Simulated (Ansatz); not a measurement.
Consider the cleavage of the Ge–Si bond: `[GeH3][SiH]1CS1` + HBr → `[GeH3][Br]` + `C1[SiH2]S1`.

Calculated with Ansatz (gas phase, PBE0-D4/def2-TZVP geometries, no zero-point term in ΔE). CCSD(T)/CBS is the MP2 limit (def2-TZVPP, def2-QZVPP) plus CCSD(T) − MP2 in def2-TZVPP, frozen cores. For Br, Ge outer-core shells are correlated without core-valence functions, which leaves a few kJ/mol of doubt a bond. Scalar relativity is left out up to krypton.

`[GeH3][SiH]1CS1`:

Cartesian coordinates in Å:
```
Ge -1.570 -0.105 0.926
Si 0.064 -0.316 -0.774
C 1.713 0.486 -0.545
S 1.827 -1.347 -0.301
H -2.348 -1.420 1.085
H -0.857 0.228 2.244
H -2.568 1.016 0.589
H -0.436 -0.438 -2.165
H 1.919 1.055 0.357
H 2.258 0.840 -1.415
```

HBr:

Cartesian coordinates in Å:
```
Br 0.292 -0.317 0.564
H -0.292 0.317 -0.564
```

`[GeH3][Br]`:

Z-matrix (Å, degrees):
```
Ge
Br 1 2.309
H 1 1.532 2 107.2
H 1 1.532 2 107.2 3 -120.0
H 1 1.532 2 107.2 3 120.0
```

`C1[SiH2]S1`:

Z-matrix (Å, degrees):
```
C
S 1 1.862
Si 1 1.840 2 68.6
H 1 1.086 2 113.2 3 -114.5
H 1 1.086 2 113.2 3 114.5
H 3 1.479 1 119.3 2 106.8
H 3 1.479 1 119.3 2 -106.8
```

```
         level  ΔE (eV)
 HF/def2-TZVPP    -0.88
CCSD/CBS(def2)    -0.59
```

Q: What does CCSD(T)/CBS give? (An estimate is asked.)

A: Computed: -0.55 eV. The listed levels differ from it by -0.33, -0.04 eV.

Largest T1 diagnostic among the species: 0.013.

From PBE to PBE0 (25 % exact exchange), in def2-TZVPP and without D4, ΔE moves by −0.06 eV. The D4 term adds +0.06 eV with B3LYP and +0.04 eV with PBE0; it sums over pairs of atoms, weighted by their polarisabilities, and B3LYP, whose exchange is more repulsive, gets the larger term. In def2-TZVPP, CCSD(T) changes the Hartree–Fock value by +0.32 eV (the triples alone add +0.04 eV) and MP2 by +0.28 eV.

B3LYP here is the variant with VWN-RPA as its local correlation; programs differ in this.
